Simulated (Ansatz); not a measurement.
A run for Ansatz (an electronic-structure program): U-PBE/def2-TZVPP on HO2 (SMILES [O]O), 2S+1 = 2, atoms moved off the minimum.

Ansatz 0.2 input:
```yaml
crystal:
  periodic: [false, false, false]
  atoms:
    - {symbol: O, position_ang: [-0.40004219, 0.40150959, 0.13214900]}
    - {symbol: O, position_ang: [0.56709165, -0.26395385, 0.05886228]}
    - {symbol: H, position_ang: [-1.13923101, -0.28356344, -0.04935540]}
basis:
  gaussian:
    orbitals: def2-TZVPP
hamiltonian:
  xc: {name: PBE}
magnetization: {spin_polarized: true, initial_magnetization: 1}
output: {forces: true}
```

The log:

```
WARN ansatz: RAYON_NUM_THREADS=1 ignored (pool sized by the plan → 1); use --threads N
Functional definition: PBE
integrals: 0.01 GiB planned
361 factors; their error is unknown
mean field: 0.15 GiB planned
mean field evaluation 1: about -4101.1668 eV, gradient 2.6e1 eV
mean field evaluation 2: about -4095.2787 eV, gradient 4.6e1 eV
mean field evaluation 4: about -4103.3959 eV, gradient 5.7e0 eV
mean field evaluation 8: about -4103.4951 eV, gradient 3.0e-2 eV
mean field evaluation 16: about -4103.4885 eV, gradient 1.3e-5 eV
mean field evaluation 32: about -4103.4885 eV, gradient 1.3e-5 eV
mean field -4103.48850122 eV, -150.8004209755 hartree, gradient 1.3e-5 eV, S^2 0.752045; 3 other end points of the search recorded, 0 dependent functions left out
the calculation of the forces begins
reference -4103.48852015 eV, -150.8004216711 hartree; 9, 8 occupied and 67, 68 virtual orbitals, 361 factors
Total energy: -4103.48852015 eV, -150.8004216711 hartree
Atom 0 at    -0.400042     0.401510     0.132149 Å, force    -9.172905     3.890420     0.213322 eV/Å
Atom 1 at     0.567092    -0.263954     0.058862 Å, force     9.810420    -5.255446    -0.445957 eV/Å
Atom 2 at    -1.139231    -0.283563    -0.049355 Å, force    -0.637514     1.365026     0.232635 eV/Å
Dipole moment:    -0.437138    -0.092873    -0.045204 e Å
```

The run converged.

Cost: about 1.5 core-seconds (a rough figure).
